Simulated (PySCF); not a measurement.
Isomers C8H7N:

A. SMILES c1ccn2cccc2c1
B. indole
C. SMILES C#Cc1ccccc1N
D. SMILES C=CC#Cn1cccc1
E. meta-Tolunitrile (Cc1cccc(C#N)c1)

Spectrum 1. $^{13}$C{$^{1}$H} NMR (computed): δ 139.1 (C), 132.6 (C), 127.0 (CH), 126.8 (CH), 126.1 (CH), 125.0 (CH), 114.2 (CH), 108.1 (CH).

Spectrum 2. $^{13}$C{$^{1}$H} NMR (computed): δ 137.4 (C), 128.0 (CH), 125.8 (CH), 121.2 (CH), 121.1 (CH), 116.8 (CH), 113.4 (CH), 105.1 (CH).

Spectrum 3. $^{13}$C{$^{1}$H} NMR (computed): δ 130.6 (CH2), 128.2 (CH), 123.3 (CH), 117.6 (CH), 94.7 (C), 74.9 (C).

Spectrum 4. $^{13}$C{$^{1}$H} NMR (computed): δ 155.0 (C), 141.1 (CH), 136.1 (CH), 121.5 (CH), 116.3 (CH), 107.4 (C), 91.1 (CH), 86.0 (C).

Spectrum 5. $^{13}$C{$^{1}$H} NMR (computed): δ 145.0 (C), 139.9 (CH), 138.3 (CH), 136.9 (CH), 134.5 (CH), 124.7 (C), 117.8 (C), 23.9 (CH3).

Method: PBE0/pcSseg-1 with gauge-including orbitals, GFN2-xTB structure, in PySCF (a single conformation, rapidly exchanging positions averaged, isolated molecule, non-relativistic Hamiltonian).

Chemical shifts δ = σref − σ; $^{13}$C (σref 186.93) against TMS, all at this level. Shifts are as computed. Against solution values, carbons near 30 ppm lie about +3 ppm off and those near 130 ppm about +5 ppm. Of 1211 compounds with measured shifts, 218 miss one by over three times the rms of a fit or turn the order of signals round; such compounds aren't used in these exercises.

Question: Which spectrum belongs to which compound?

Answer: 1–B, 2–A, 3–D, 4–C, 5–E.

- Spectrum 1 (B): 8 $^{13}$C signals; δC 127.0 is an aromatic CH; δC 126.1 is an aromatic CH.
- Spectrum 2 (A): 8 $^{13}$C signals; δC 137.4 is a ring-fusion aromatic carbon; δC 128.0 is an aromatic CH next to a ring nitrogen.
- Spectrum 3 (D): 6 $^{13}$C signals; δC 130.6 is a terminal =CH2 carbon; δC 123.3 is an alkene CH.
- Spectrum 4 (C): 8 $^{13}$C signals; δC 155.0 is an aromatic carbon bearing nitrogen; δC 136.1 is an aromatic CH.
- Spectrum 5 (E): 8 $^{13}$C signals; δC 139.9 is an aromatic CH; δC 138.3 is an aromatic CH.
